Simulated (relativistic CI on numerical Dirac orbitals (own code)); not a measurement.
## Energy levels of Zr IV

Method of calculation: Dirac-Coulomb-Breit CI, KLI orbitals optimised for each configuration, model QED (radiative potential, 1s self-energy scaled to tabulated hydrogen-like ionisation energies), valence Slater integrals scaled by 0.85, configuration energies shifted to the measured levels that pair with them (semi-empirical) (own radial code, finite nucleus).

Configuration list (outside the closed core [Ar] 3d10): 4s2 4p6 4d, 4s2 4p6 5s, 4s2 4p6 5p, 4s2 4p6 5d, 4s2 4p6 6s, 4s2 4p6 4f, 4s2 4p6 6p, 4s2 4p6 6d, 4s2 4p6 7s, 4s2 4p6 5f, 4s2 4p6 5g, 4s2 4p6 7p, 4s2 4p6 6f, 4s2 4p6 8s, 4s2 4p5 4d2, 4s2 4p4 4d3, 4s2 4p5 4d 4f, 4s 4p6 4d2, 4s2 4p5 4d 5s. Levels of other configurations are missing.

The lowest level is 4s2 4p6 4d 2D_3/2, with 98 % of that term; Hund's rules for 4s2 4p6 4d give 2D with J = 3/2, in agreement.

```csv
No.,Configuration,Term,J,E (eV),%,Next component (%),jj configuration (%)
1,4s2 4p6 4d,2D,3/2,0.0000,98,2 4s2 4p4 4d3 2D,4d3/2 (98)
2,4s2 4p6 4d,2D,5/2,0.1426,98,2 4s2 4p4 4d3 2D,4d5/2 (98)
3,4s2 4p6 5s,2S,1/2,4.7434,100,,5s (100)
4,4s2 4p6 5p,2P°,1/2,10.1712,100,,5p1/2 (100)
5,4s2 4p6 5p,2P°,3/2,10.4645,100,,5p3/2 (100)
6,4s2 4p6 5d,2D,3/2,18.1831,100,,5d3/2 (100)
7,4s2 4p6 5d,2D,5/2,18.2254,100,,5d5/2 (100)
8,4s2 4p6 6s,2S,1/2,18.9092,100,,6s (100)
9,4s2 4p6 4f,2F°,5/2,19.7220,98,2 4s2 4p5 4d2 2F°,4f5/2 (98)
10,4s2 4p6 4f,2F°,7/2,19.7240,98,2 4s2 4p5 4d2 2F°,4f7/2 (98)
11,4s2 4p6 6p,2P°,1/2,21.0583,100,,6p1/2 (100)
12,4s2 4p6 6p,2P°,3/2,21.1738,100,,6p3/2 (100)
13,4s2 4p6 6d,2D,3/2,24.5202,100,,6d3/2 (100)
14,4s2 4p6 6d,2D,5/2,24.5398,100,,6d5/2 (100)
15,4s2 4p6 7s,2S,1/2,24.8122,100,,7s (100)
16,4s2 4p6 5f,2F°,5/2,24.9345,97,2 4s2 4p5 4d2 2F°,5f5/2 (97)
17,4s2 4p6 5f,2F°,7/2,24.9414,97,2 4s2 4p5 4d2 2F°,5f7/2 (97)
18,4s2 4p6 5g,2G,7/2,25.6479,100,,5g7/2 (100)
19,4s2 4p6 5g,2G,9/2,25.6480,100,,5g9/2 (100)
20,4s2 4p6 7p,2P°,1/2,25.8881,100,,7p1/2 (100)
21,4s2 4p6 7p,2P°,3/2,25.9474,100,,7p3/2 (100)
22,4s2 4p6 6f,2F°,5/2,27.8247,96,3 4s2 4p5 4d2 2F°,6f5/2 (96)
23,4s2 4p6 6f,2F°,7/2,27.8328,96,3 4s2 4p5 4d2 2F°,6f7/2 (96)
24,4s2 4p6 8s,2S,1/2,27.8733,100,,8s (100)
25,4s2 4p5 4d2‡,4D°,1/2,28.1720,99,1 2P°,4p3/2^3 4d3/2^2 (59)
26,4s2 4p5 4d2‡,4D°,3/2,28.2440,96,2 4F°,4p3/2^3 4d3/2^2 (41)
27,4s2 4p5 4d2‡,4D°,5/2,28.3642,92,4 4F°,4p3/2^3 4d3/2 4d5/2 (71)
28,4s2 4p5 4d2‡,4D°,7/2,28.5773,92,6 4F°,4p3/2^3 4d3/2 4d5/2 (44)
29,4s2 4p5 4d2‡,4G°,11/2,29.3349,100,,4p3/2^3 4d5/2^2 (77)
30,4s2 4p5 4d2‡,4G°,9/2,29.4706,83,14 4F°,4p3/2^3 4d3/2 4d5/2 (89)
31,4s2 4p5 4d2‡,4P°,5/2,29.5236,93,3 4D°,4p3/2^3 4d3/2 4d5/2 (52)
32,4s2 4p5 4d2‡,4G°,7/2,29.6777,70,19 4F°,4p3/2^3 4d3/2^2 (47)
33,4s2 4p5 4d2‡,4G°,5/2,29.8192,44,25 2F°,4p3/2^3 4d3/2^2 (58)
34,4s2 4p5 4d2‡,4P°,3/2,29.8583,88,5 2P°,4p3/2^3 4d3/2 4d5/2 (42)
35,4s2 4p5 4d2‡,4P°,1/2,30.1438,91,4 2S°,4p3/2^3 4d3/2 4d5/2 (60)
36,4s2 4p5 4d2‡,2D°,3/2,30.1771,47,37 4F°,4p3/2^3 4d3/2^2 (58)
37,4s2 4p5 4d2‡,2D°,5/2,30.2529,71,16 2F°,4p3/2^3 4d5/2^2 (61)
38,4s2 4p5 4d2‡,4F°,9/2,30.4255,76,16 2G°,4p3/2^3 4d5/2^2 (71)
39,4s2 4p5 4d2‡,4F°,7/2,30.6025,47,27 2G°,4p3/2^3 4d3/2 4d5/2 (71)
40,4s2 4p5 4d2‡,4F°,3/2,30.8457,52,26 2P°,4p3/2^3 4d3/2 4d5/2 (48)
41,4s2 4p5 4d2‡,2F°,5/2,30.8553,42,34 4F°,4p3/2^3 4d3/2 4d5/2 (45)
42,4s2 4p5 4d2‡,2P°,1/2,30.9841,94,4 4P°,4p3/2^3 4d5/2^2 (73)
43,4s2 4p5 4d2‡,2F°,7/2,31.0313,60,17 4D°,4p3/2^3 4d3/2 4d5/2 (56)
44,4s2 4p5 4d2‡,4G°,5/2,31.0898,45,28 4F°,4p1/2 4p3/2^4 4d3/2^2 (39)
45,4s2 4p5 4d2‡,2H°,11/2,31.1283,100,,4p3/2^3 4d3/2 4d5/2 (77)
46,4s2 4p5 4d2‡,2F°,7/2,31.3879,96,1 4s2 4p5 4d 5s 2F°,4p3/2^3 4d5/2^2 (44)
47,4s2 4p5 4d2‡,2P°,3/2,31.9301,53,35 2D°,4p1/2 4p3/2^4 4d5/2^2 (47)
48,4s2 4p5 4d2‡,2H°,9/2,31.9870,67,30 2G°,4p3/2^3 4d3/2 4d5/2 (54)
49,4s2 4p5 4d2‡,2G°,7/2,32.1155,67,15 4G°,4p1/2 4p3/2^4 4d3/2 4d5/2 (74)
50,4s2 4p5 4d2‡,4D°,5/2,32.3342,81,13 2D°,4p3/2^3 4d3/2 4d5/2 (59)
51,4s2 4p5 4d2‡,4D°,7/2,32.3417,86,7 2F°,4p3/2^3 4d5/2^2 (36)
52,4s2 4p5 4d2‡,4D°,3/2,32.5225,68,27 2D°,4p3/2^3 4d3/2 4d5/2 (30)
53,4s2 4p5 4d2‡,2G°,9/2,32.6254,69,17 2H°,4p1/2 4p3/2^4 4d3/2 4d5/2 (57)
54,4s2 4p5 4d2‡,2F°,5/2,32.9059,87,10 2D°,4p1/2 4p3/2^4 4d3/2 4d5/2 (35)
55,4s2 4p5 4d2‡,4D°,1/2,32.9617,97,2 2P°,4p1/2 4p3/2^4 4d3/2^2 (29)
56,4s2 4p5 4d2‡,2D°,3/2,33.5617,67,25 4D°,4p1/2 4p3/2^4 4d3/2 4d5/2 (50)
57,4s2 4p5 4d2‡,4S°,3/2,33.9084,87,4 2D°,4p3/2^3 4d3/2 4d5/2 (33)
58,4s2 4p5 4d2‡,2S°,1/2,33.9140,94,4 4P°,4p1/2 4p3/2^4 4d3/2 4d5/2 (41)
59,4s2 4p5 4d2‡,2D°,5/2,34.0563,81,13 4D°,4p1/2 4p3/2^4 4d5/2^2 (55)
60,4s2 4p5 4d2‡,2G°,7/2,34.1008,93,6 2F°,4p3/2^3 4d3/2 4d5/2 (31)
61,4s2 4p5 4d2‡,2G°,9/2,34.2056,83,16 2H°,4p1/2 4p3/2^4 4d5/2^2 (36)
```

Energies count from the lowest computed level; ° marks odd parity. Filled j subshells are mostly left out of the jj labels. ‡ marks configurations that were not tied to measured data.

The mean weight of the leading LS term, summed over parents, in these 61 levels is 86 %, and that of the leading jj configuration (from the same eigenvectors) 71 %, so LS coupling describes them better.

Configurations whose levels could be paired with our table of measured levels were shifted onto them, all but the ground configuration, by the median error of their levels; single terms can still be off by 1,000 to 2,000 cm⁻¹ or more, and rates follow the energies as ν³ (E1, M1) or ν⁵ (E2). The others borrow a shift and can be off by several thousand cm⁻¹ or more. The fine structure of a lone outer electron comes out too small, for d and f at times inverted, and misplaced configurations move strength between like terms. 23 of the 31 excited levels that our extract of the measured tables holds in this range could be paired (the sources list more); they are missed by 16 cm⁻¹ on average and 100 at most, after the shifts were fitted to these levels, and levels without a partner can miss by more.

LS names give the leading component of a level, which can be under half, so a name can repeat, a term be missing and a line seem to break the LS rules.
